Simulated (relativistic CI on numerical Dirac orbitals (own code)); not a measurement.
Spin-allowed bands of a d3 ion in an octahedral site, by hand

Problem. A d3 ion in an octahedral site has a 4A2 ground term and spin-allowed bands at ν1 = 23700 and ν2 = 30217 cm⁻¹ (from a computed ligand-field model). Find Δ and the Racah parameter B, and predict the third band.

Working.
1. The F term splits into A2 (−1.2Δ), T2 (−0.2Δ) and T1 (+0.6Δ), so ν1 = E(T2) − E(A2) = Δ = 23700 cm⁻¹.
2. T1(F) mixes with T1(P), which lies at 15B, through an element 0.4Δ. The two roots, counted from A2, are ν2,3 = ½(15B + 3Δ) ∓ ½√[(15B − Δ)² + 12BΔ].
3. Solving the lower root for B gives B = (2ν1² + ν2² − 3ν1ν2)/(15ν2 − 27ν1) = -111981611/-186645 = 600 cm⁻¹.
4. The sum of the roots is 15B + 3Δ, so ν3 = 15B + 3ν1 − ν2 = 49883 cm⁻¹ (200 nm).

Check. The bands were computed by exact diagonalisation of the d3 shell with B = 600 and Δ = 23700 cm⁻¹, which gives ν3 = 49883 cm⁻¹. C does not enter the terms of highest spin.
